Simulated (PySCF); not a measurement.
C5H5F, SMILES C=CC=C=CF.

Geometry optimised at PBE-D3(BJ)/def2-SVP. This is a generated structure with no PubChem entry under its InChIKey; it may be hypothetical. One conformer was computed; it need not be the lowest.

Level of theory: PySCF 2.14.0 with PBE-D3(BJ)/def2-SVP.

Harmonic, unscaled wavenumbers; measured fundamentals usually lie a few per cent lower.

```tsv
mode	ν (cm⁻¹)	IR (km/mol)	moving atoms (share of kinetic energy)
1	95	0.6	C 57 %, F 28 %, H 15 %
2	123	0.6	C 64 %, H 27 %, F 9 %
3	219	0.7	C 64 %, H 20 %, F 17 %
4	304	1.8	C 53 %, H 33 %, F 14 %
5	368	6.3	C 66 %, H 31 %
6	488	11.2	C 76 %, H 12 %, F 11 %
7	626	16.1	C 72 %, F 17 %, H 11 %
8	648	7.9	H 67 %, C 31 %
9	784	10.3	H 62 %, C 37 %
10	876	3.7	H 75 %, C 25 %
11	890	4.2	H 54 %, C 45 %
12	900	38.0	H 67 %, C 33 %
13	996	12.7	H 89 %, C 11 %
14	1015	91.7	C 55 %, H 29 %, F 16 %
15	1137	79.7	C 54 %, H 33 %, F 13 %
16	1170	42.3	H 61 %, C 33 %
17	1239	5.8	H 80 %, C 18 %
18	1264	6.7	H 79 %, C 21 %
19	1353	69.5	H 67 %, C 32 %
20	1429	34.3	C 60 %, H 39 %
21	1640	4.5	C 87 %, H 13 %
22	2006	75.6	C 99 %
23	3032	5.9	H 92 %, C 8 %
24	3076	4.3	H 95 %
25	3092	6.6	H 92 %, C 8 %
26	3100	4.6	H 91 %, C 9 %
27	3181	4.7	H 89 %, C 11 %
```
